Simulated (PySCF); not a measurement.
HgI$_{2}$ (SMILES [I][Hg][I]), singlet, geometry from GFN2-xTB (such geometries of metal compounds can be far from the true shape) (core potentials on Hg, I); PySCF with DF-CAMB3LYP/LANL2DZ.

The PySCF input:
```python
from pyscf import gto, scf, dft

mol = gto.Mole()
mol.atom = '''
    Hg    0.00000000    0.00000000    0.00000000
    I     0.00000000    0.00000000    2.59145947
    I    -0.00000000   -0.00000000   -2.59145947
'''
mol.basis = 'lanl2dz'
mol.ecp = {'Hg': 'lanl2dz', 'I': 'lanl2dz'}
mol.verbose = 4
mol.build()

mf = dft.RKS(mol)
mf.xc = 'camb3lyp'
mf = mf.density_fit(auxbasis='def2-universal-jkfit')
mf.kernel()
```

It wrote (shortened):

```
PySCF version 2.14.0

[INPUT] verbose = 4
[INPUT] num. atoms = 3
[INPUT] num. electrons = 26
[INPUT] charge = 0
[INPUT] spin (= nelec alpha-beta = 2S) = 0
[INPUT] symmetry False subgroup None
[INPUT] Mole.unit = angstrom
[INPUT] Symbol           X                Y                Z      unit          X                Y                Z       unit  Magmom
[INPUT]  1 Hg     0.000000000000   0.000000000000   0.000000000000 AA    0.000000000000   0.000000000000   0.000000000000 Bohr   0.0
[INPUT]  2 I      0.000000000000   0.000000000000   2.591459470000 AA    0.000000000000   0.000000000000   4.897148661211 Bohr   0.0
[INPUT]  3 I      0.000000000000   0.000000000000  -2.591459470000 AA    0.000000000000   0.000000000000  -4.897148661211 Bohr   0.0

nuclear repulsion = 39.3085881841324
number of shells = 14
number of NR pGTOs = 51
number of NR cGTOs = 34
basis = lanl2dz
ecp = {'Hg': 'lanl2dz', 'I': 'lanl2dz'}

******** <class 'pyscf.df.df_jk.DFRKS'> ********
method = DFRKS
initial guess = minao
damping factor = 0
level_shift factor = 0
DIIS = <class 'pyscf.scf.diis.CDIIS'>
diis_start_cycle = 1
diis_space = 8
diis_damp = 0
SCF conv_tol = 1e-09
SCF conv_tol_grad = None
SCF max_cycles = 50
direct_scf = False
XC library pyscf.dft.libxc version 7.1.2
    S. Lehtola, C. Steigemann, M. J. T. Oliveira, and M. A. L. Marques,  SoftwareX 7, 1–5 (2018)
XC functionals = camb3lyp
    T. Yanai, D. P. Tew, and N. C. Handy,  Chem. Phys. Lett. 393, 51 (2004)
radial grids:
    Treutler-Ahlrichs [JCP 102, 346 (1995); DOI:10.1063/1.469408] (M4) radial grids

becke partition: Becke, JCP 88, 2547 (1988); DOI:10.1063/1.454033
pruning grids: <function nwchem_prune>
grids dens level: 3
symmetrized grids: False
atomic radii adjust function: <function treutler_atomic_radii_adjust>
small_rho_cutoff = 0
Set gradient conv threshold to 3.16228e-05
Initial guess from minao.
tot grids = 67664
******** <class 'pyscf.df.df.DF'> ********
auxbasis = def2-universal-jkfit
Create RSH-DF object <pyscf.df.df.DF object> for omega=0.33
******** <class 'pyscf.df.df.DF'> ********
auxbasis = auxmol.basis = def2-universal-jkfit
init E= -55.6119385723483
  HOMO = -0.0953391940829955  LUMO = 0.0895390209394932  gap/eV = 5.03079
cycle= 1 E= -65.1448507954219  delta_E= -9.53  |g|= 1.05  |ddm|= 5.64
  HOMO = -0.385277215492567  LUMO = -0.172097573648302  gap/eV = 5.80091
cycle= 2 E= -65.3905169107563  delta_E= -0.246  |g|= 0.47  |ddm|= 1.99
  HOMO = -0.344328629452625  LUMO = -0.0646560405357783  gap/eV = 7.61028
cycle= 3 E= -65.4686398844305  delta_E= -0.0781  |g|= 0.0683  |ddm|= 0.761
  HOMO = -0.327817222528491  LUMO = -0.0592829663182111  gap/eV = 7.30719
cycle= 4 E= -65.470817064811  delta_E= -0.00218  |g|= 0.00614  |ddm|= 0.107
  HOMO = -0.32977582001242  LUMO = -0.0592421492567696  gap/eV = 7.36160
cycle= 5 E= -65.470855387207  delta_E= -3.83e-05  |g|= 0.00103  |ddm|= 0.0181
  HOMO = -0.329639108351145  LUMO = -0.0591773145663491  gap/eV = 7.35964
cycle= 6 E= -65.4708569113907  delta_E= -1.52e-06  |g|= 0.000103  |ddm|= 0.00404
  HOMO = -0.329656192049258  LUMO = -0.0591951090591989  gap/eV = 7.35962
cycle= 7 E= -65.470856928055  delta_E= -1.67e-08  |g|= 1.02e-05  |ddm|= 0.000397
  HOMO = -0.329656178157716  LUMO = -0.0591942741948615  gap/eV = 7.35964
cycle= 8 E= -65.4708569281792  delta_E= -1.24e-10  |g|= 1.1e-06  |ddm|= 3.87e-05
  HOMO = -0.329656469473497  LUMO = -0.0591947960094171  gap/eV = 7.35964
Extra cycle  E= -65.4708569281799  delta_E= -7.25e-13  |g|= 2.6e-07  |ddm|= 3.23e-06
converged SCF energy = -65.4708569281799
```
